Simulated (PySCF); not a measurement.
Job file and geometry (Å, from GFN2-xTB) of an NMR shielding run on `C=CCC(=O)/C(Cl)=C\[SiH2]C`, C7H11ClOSi, GIAO PBE0/pcSseg-1 NMR shielding, non-relativistic, gas phase in PySCF 2.14.0, density-fitted response routines; density fitting, a coarse starting grid and PySCF grid level 2 are the driver's defaults:

```
$ OMP_NUM_THREADS=1 python probes_run.py task.json out

{"job": {"kind": "nmr", "xc": "PBE0", "basis": "pcSseg-1"}, "charge": 0, "multiplicity": 1}
C     -3.771511     0.173056    -1.075302
C     -2.874049     0.598079    -0.207351
C     -2.179468    -0.300927     0.778900
C     -0.724882    -0.370436     0.392985
O     -0.273291    -1.301288    -0.246815
C      0.168143     0.735988     0.755397
Cl    -0.482503     2.035969     1.715826
C      1.435402     0.709303     0.353474
Si     2.085718    -0.743018    -0.681872
C      3.904248    -0.250706    -0.989018
H     -4.070787    -0.860838    -1.123370
H     -4.250653     0.842775    -1.768481
H     -2.581413     1.638292    -0.174964
H     -2.279885     0.108274     1.785571
H     -2.603815    -1.304184     0.732228
H      2.093004     1.522171     0.620609
H      2.110423    -1.970443     0.112435
H      1.425349    -0.780300    -1.986010
H      4.464827    -0.159823    -0.062636
H      3.991290     0.695469    -1.515968
H      4.404933    -1.000470    -1.592983
```

Problem. Write the output of this run.

Solution. 
```
coarse grid: 18760 points
cycle   1  E = -1097.2576766727  dE =  1.321e+00  |g| = 8.636e-01  |ddm| = 4.260e+00
cycle   2  E = -1096.7879840189  dE =  4.697e-01  |g| = 1.773e+00  |ddm| = 2.494e+00
cycle   3  E = -1097.4035950397  dE = -6.156e-01  |g| = 2.312e-01  |ddm| = 1.981e+00
cycle   4  E = -1097.4153319338  dE = -1.174e-02  |g| = 7.169e-02  |ddm| = 2.598e-01
cycle   5  E = -1097.4162927072  dE = -9.608e-04  |g| = 3.027e-02  |ddm| = 8.647e-02
cycle   6  E = -1097.4165194126  dE = -2.267e-04  |g| = 8.530e-03  |ddm| = 3.608e-02
cycle   7  E = -1097.4165358023  dE = -1.639e-05  |g| = 2.225e-03  |ddm| = 8.053e-03
cycle   8  E = -1097.4165367669  dE = -9.645e-07  |g| = 8.286e-04  |ddm| = 2.227e-03
final grid: 172432 points
cycle   9  E = -1097.4851979277  dE = -3.281e-05  |g| = 1.296e-02  |ddm| = 3.741e-02
cycle  10  E = -1097.4851153158  dE =  8.261e-05  |g| = 2.427e-02  |ddm| = 2.979e-02
cycle  11  E = -1097.4852310627  dE = -1.157e-04  |g| = 3.193e-03  |ddm| = 2.174e-02
cycle  12  E = -1097.4852331239  dE = -2.061e-06  |g| = 4.464e-04  |ddm| = 2.821e-03
cycle  13  E = -1097.4852331597  dE = -3.577e-08  |g| = 2.293e-04  |ddm| = 6.190e-04
cycle  14  E = -1097.4852331728  dE = -1.318e-08  |g| = 5.462e-05  |ddm| = 2.543e-04
cycle  15  E = -1097.4852331735  dE = -6.617e-10  |g| = 1.627e-05  |ddm| = 6.088e-05
converged SCF energy = -1097.4852331735

GIAO shielding tensors (ppm)
atom      isotropic    diamagn.    paramagn.     s11        s22        s33       span
  0 C       59.489     250.954    -191.465    -53.521     74.723    157.267    210.788
  1 C       48.987     257.316    -208.329    -71.813     59.669    159.105    230.917
  2 C      136.012     251.683    -115.672    111.495    143.415    153.124     41.629
  3 C      -13.893     251.752    -265.645    -99.774    -33.588     91.683    191.457
  4 O     -267.793     407.320    -675.113   -768.766   -348.612    314.001   1082.767
  5 C       39.664     261.474    -221.810    -71.629     94.981     95.639    167.268
  6 Cl     697.440    1148.821    -451.380    475.330    628.067    988.924    513.594
  7 C       21.104     259.490    -238.386    -90.189     -1.432    154.932    245.122
  8 Si     405.995     880.044    -474.049    385.920    410.259    421.805     35.885
  9 C      187.114     252.684     -65.569    180.799    188.570    191.974     11.174
 10 H       26.049      29.939      -3.890     22.355     25.516     30.274      7.919
 11 H       26.190      27.910      -1.720     23.106     25.108     30.355      7.249
 12 H       25.319      31.569      -6.250     21.672     23.246     31.038      9.366
 13 H       27.333      31.142      -3.809     23.153     28.572     30.274      7.121
 14 H       28.645      32.222      -3.578     25.946     27.872     32.115      6.169
 15 H       24.272      33.641      -9.369     19.429     22.891     30.495     11.066
 16 H       26.984      30.513      -3.528     22.714     27.255     30.985      8.271
 17 H       27.056      30.927      -3.871     22.782     27.578     30.807      8.025
 18 H       31.626      29.615       2.011     27.700     29.297     37.882     10.182
 19 H       31.653      30.479       1.174     27.680     29.434     37.845     10.164
 20 H       31.723      27.642       4.081     27.250     28.850     39.068     11.818
```

Problem. Turn these shieldings into chemical shifts. Chemical shifts δ = σref − σ; ¹³C (σref 186.93) and ²⁹Si (σref 349.16) and ¹H (σref 31.72) vs TMS; ¹⁷O (σref 336.08) against H2O; ³⁵Cl (σref 949.78) vs HCl, all at this level.

Solution. Averaging equivalent atoms: C 3: 200.8; C 7: 165.8; C 5: 147.3; C 1: 137.9; C 0: 127.4; C 2: 50.9; C 9: -0.2; O 4: 603.9; Cl 6: 252; Si 8: -56.8; H 15: 7.45; H 12: 6.40; H 10: 5.67; H 11: 5.53; H 16/17: 4.70; H 13/14: 3.73; H 18/19/20: 0.05 ppm. Unscaled 17O shifts of doubly bonded oxygen tend to come out too high, by tens of ppm or more. Experimental scales use liquid or dissolved standards, which lie at an offset from isolated H2O (liquid H2O: subtract about 36 ppm).

Size and cost of the density-fitted run: 239 basis functions, 110 s wall time on 1 thread of an Arm Neoverse N1, shared host; peak memory 1.1 GiB.
